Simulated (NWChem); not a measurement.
C$_{2}$H$_{5}$FOSi; SMILES O=C[SiH2]CF

```xyz
10

O     -0.5031    -2.4659    -0.2422
C     -0.5974    -1.3471     0.1962
Si     0.8561    -0.0726     0.1690
C      0.1697     1.5604    -0.5304
F     -0.9176     1.9309     0.2397
H     -1.5695    -0.9970     0.6469
H      1.2991     0.1585     1.5769
H      1.9786    -0.5864    -0.6664
H     -0.1546     1.4453    -1.5801
H      0.9231     2.3676    -0.5079
```
Atoms are numbered in this order, from 1.

The geometry was optimised at PBE0/def2-SVP.

Task: Give the principal values of the shielding tensors (ppm) of O1, C2, Si3, C4, F5 from PBE0/pcSseg-1, GIAO (NWChem), with their diamagnetic and paramagnetic parts as GIAO splits them.

Result: 
```json
[
 {"atom": "O1", "σ11": "-1722.5", "σ22": "-565.6", "σ33": "407.2", "isotropic": "-627.0", "diamagnetic": "401.7", "paramagnetic": "-1028.7"},
 {"atom": "C2", "σ11": "-172.4", "σ22": "-89.9", "σ33": "95.3", "isotropic": "-55.7", "diamagnetic": "253.7", "paramagnetic": "-309.3"},
 {"atom": "Si3", "σ11": "384.0", "σ22": "402.0", "σ33": "442.4", "isotropic": "409.5", "diamagnetic": "880.0", "paramagnetic": "-470.6"},
 {"atom": "C4", "σ11": "59.8", "σ22": "81.3", "σ33": "187.2", "isotropic": "109.4", "diamagnetic": "249.1", "paramagnetic": "-139.7"},
 {"atom": "F5", "σ11": "414.3", "σ22": "472.3", "σ33": "522.0", "isotropic": "469.5", "diamagnetic": "472.9", "paramagnetic": "-3.4"}
]
```
